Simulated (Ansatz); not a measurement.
Wavefunction ladder for CH3AlClFO2

```tsv
atom	x (Å)	y (Å)	z (Å)
O1	-0.6432	1.4786	-1.8531
C2	-0.0437	0.6557	-1.0471
F3	0.8875	0.0062	-1.6571
Cl4	-0.2596	-2.6067	0.3123
O5	-0.2984	0.5054	0.1235
Al6	0.3514	-0.8826	1.4278
H7	-1.3448	1.9377	-1.3686
H8	1.9082	-0.5823	1.3942
H9	-0.5574	-0.5121	2.6679
```

Total charge 0; spin multiplicity 1. The bonds changed during the relaxation, so this is another structure than the one it started from. The geometry is a stationary point of PBE0-D4/def2-TZVP. It is one conformer, not always the lowest. Frozen core, restricted reference, Ansatz. CBS rows extrapolate triple and quadruple zeta; past MP2 they add the triple-zeta difference.

```tsv
basis	HF (Eh)	MP2 corr.
def2-SVP	-989.85725	-0.87160
def2-TZVPP	-990.45344	-1.13577
def2-QZVPP	-990.48645	-1.23465
```

Estimate the CCSD correlation energy and the (T) correction in each basis where they were run (hartree).


```
     basis  CCSD corr.       (T)
  def2-SVP    -0.90736  -0.02183
def2-TZVPP    -1.16759  -0.04372
 CBS(def2)    -1.33972     as TZ
```
